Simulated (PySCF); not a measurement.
# Correlation energy of Pb⁺ (lead, charge +1)

Starting occupation: [Xe] 4f14 5d10 6s2 6p1, 6p1/2 with m_j = +1/2. Calculation: PySCF 2.14, in x2c-TZVPPall-2c with one added diffuse shell each of s, p, d, f type (12s12p10d4f, 126 functions); X2C-1e with screened-nucleus spin-orbit coupling, Gaussian nucleus. Frozen: [Xe] 4f14; 13 electrons correlated; the 50 highest virtual spinors left out.

MP2 pair energies summed by pair of shells (mhartree):

| pair | energy | share (%) |
| --- | --- | --- |
| 5d3/2-5d5/2 | -108.68 | 31.0 |
| 5d5/2-5d5/2 | -78.72 | 22.4 |
| 5d5/2-6s1/2 | -52.06 | 14.8 |
| 5d3/2-6s1/2 | -33.06 | 9.4 |
| 5d3/2-5d3/2 | -32.27 | 9.2 |
| 6s1/2-6s1/2 | -14.34 | 4.1 |
| 5d5/2-6p1/2 | -12.60 | 3.6 |
| 6p1/2-6s1/2 | -10.70 | 3.1 |
| 5d3/2-6p1/2 | -8.29 | 2.4 |

Total MP2 correlation energy: -350.71 mhartree.

The virtual space was cut to 110 spinors, which keep -350.71 of the -350.71 mhartree of MP2 correlation.

| level | correlation energy (mhartree) |
| --- | --- |
| CCSD | -331.14 |
| (T) | -5.99 |
| CCSD(T) | -337.13 |

Diagnostics: T1 = 0.0098, largest double amplitude 0.051.

Q: Is a single reference adequate?

A: Yes: T1 lies below 0.03 and no double amplitude reaches 0.07.

This basis was not built for core-valence correlation, so the inner-shell part is incomplete.
